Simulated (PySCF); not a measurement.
Job file and geometry (Å, from PBE0-D3(BJ)/def2-SVP) of an NMR shielding run on `C=CBN(C)C`, C4H10BN, PySCF 2.14.0, density-fitted response routines, GIAO PBE0/pcSseg-1 NMR shielding, non-relativistic, gas phase; density fitting, a coarse starting grid and PySCF grid level 2 are the driver's defaults:

```
$ OMP_NUM_THREADS=1 python probes_run.py task.json out

{"job": {"kind": "nmr", "xc": "PBE0", "basis": "pcSseg-1"}, "charge": 0, "multiplicity": 1}
C      2.989776    -0.212019     0.030349
C      1.697954    -0.573811     0.067401
B      0.573276     0.484263     0.273972
N     -0.797662     0.196156     0.323193
C     -1.789442     1.227032     0.516841
C     -1.371771    -1.120735     0.192839
H      3.803065    -0.931609    -0.116383
H      3.284472     0.837039     0.147812
H      1.481647    -1.643459    -0.057296
H      0.893026     1.648657     0.403053
H     -2.495364     1.267585    -0.332814
H     -1.301016     2.204522     0.611457
H     -2.385691     1.042071     1.429088
H     -2.065592    -1.168467    -0.665896
H     -1.948813    -1.393672     1.094898
H     -0.592706    -1.876936     0.044603
```

Task: What does the program print?

Result: 
```
coarse grid: 12696 points
cycle   1  E = -237.6566297647  dE =  4.246e-01  |g| = 3.593e-01  |ddm| = 3.281e+00
cycle   2  E = -237.6569566023  dE = -3.268e-04  |g| = 3.668e-01  |ddm| = 7.194e-01
cycle   3  E = -237.6939489934  dE = -3.699e-02  |g| = 7.672e-02  |ddm| = 4.033e-01
cycle   4  E = -237.6952177941  dE = -1.269e-03  |g| = 3.185e-02  |ddm| = 7.479e-02
cycle   5  E = -237.6954731027  dE = -2.553e-04  |g| = 5.515e-03  |ddm| = 2.445e-02
cycle   6  E = -237.6954801199  dE = -7.017e-06  |g| = 1.935e-03  |ddm| = 5.874e-03
final grid: 120752 points
cycle   7  E = -237.7285800386  dE = -3.280e-05  |g| = 7.569e-03  |ddm| = 2.412e-02
cycle   8  E = -237.7285788999  dE =  1.139e-06  |g| = 7.940e-03  |ddm| = 1.263e-02
cycle   9  E = -237.7285953308  dE = -1.643e-05  |g| = 4.798e-04  |ddm| = 6.290e-03
cycle  10  E = -237.7285953722  dE = -4.142e-08  |g| = 2.571e-04  |ddm| = 5.131e-04
cycle  11  E = -237.7285953879  dE = -1.567e-08  |g| = 6.661e-05  |ddm| = 2.069e-04
cycle  12  E = -237.7285953891  dE = -1.186e-09  |g| = 1.494e-05  |ddm| = 7.403e-05
cycle  13  E = -237.7285953891  dE = -4.815e-11  |g| = 7.233e-06  |ddm| = 1.688e-05
converged SCF energy = -237.7285953891

GIAO shielding tensors (ppm)
atom      isotropic    diamagn.    paramagn.     s11        s22        s33       span
  0 C       34.284     253.493    -219.209    -92.282     38.628    156.506    248.789
  1 C       38.693     260.429    -221.736    -87.393     27.609    175.864    263.257
  2 B       63.377     197.451    -134.074     34.228     62.850     93.053     58.824
  3 N      138.224     324.629    -186.404     19.312    176.542    218.818    199.506
  4 C      137.247     244.033    -106.786    108.435    120.695    182.612     74.177
  5 C      145.235     246.788    -101.553    122.791    131.357    181.556     58.765
  6 H       24.888      28.502      -3.615     21.676     24.616     28.371      6.695
  7 H       24.996      30.865      -5.869     21.420     24.713     28.856      7.436
  8 H       24.680      33.335      -8.655     20.370     24.128     29.542      9.172
  9 H       26.535      33.623      -7.088     24.920     25.130     29.555      4.635
 10 H       28.534      28.639      -0.105     25.115     26.225     34.262      9.148
 11 H       27.876      29.458      -1.582     23.958     27.111     32.559      8.601
 12 H       28.535      28.152       0.383     25.121     26.222     34.262      9.142
 13 H       28.824      29.845      -1.021     25.227     26.518     34.727      9.501
 14 H       28.819      29.310      -0.492     25.217     26.511     34.728      9.511
 15 H       27.558      31.645      -4.088     22.502     27.852     32.319      9.817
```

Size and cost of the density-fitted run: 152 basis functions, 15 s wall time on 1 thread of an Arm Neoverse V2, shared host; peak memory 0.88 GiB.
